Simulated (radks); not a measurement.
These are the eigenvalues of the occupied orbitals of an atom or ion with whole-number occupations (eV). Method: Dirac Kohn-Sham, LB94 model potential, spin-unpolarised, spherical densities, finite nucleus; Fermi nuclear charge, rms radius of each element as measured or else 0.836 A^(1/3) + 0.57 fm; computed with a radial shooting solver on a logarithmic mesh with Libxc functionals.

orbital  eigenvalue
1s1/2     -35590.76
2s1/2     -6447.440
2p1/2     -6134.919
2p3/2     -5804.775
3s1/2     -2077.728
3p1/2     -1948.993
3p3/2     -1881.761
3d3/2     -1661.619
3d5/2     -1646.706

Which element is it, and in what charge state? The configuration may be excited. Open shells, if any, fill j = l - 1/2 first.

Answer. Z = 54, xenon, charge +28: Xe28+ in [Ar] 3d8. The list shows which subshells hold electrons but not how many an open one holds; the 1s level, -1307.9 hartree, gives Z - s = 51.1 by -(Z - s)^2/2, which with screening and relativity narrows Z to a few neighbours, and the depths of the outer levels then fix element, charge and occupations together.
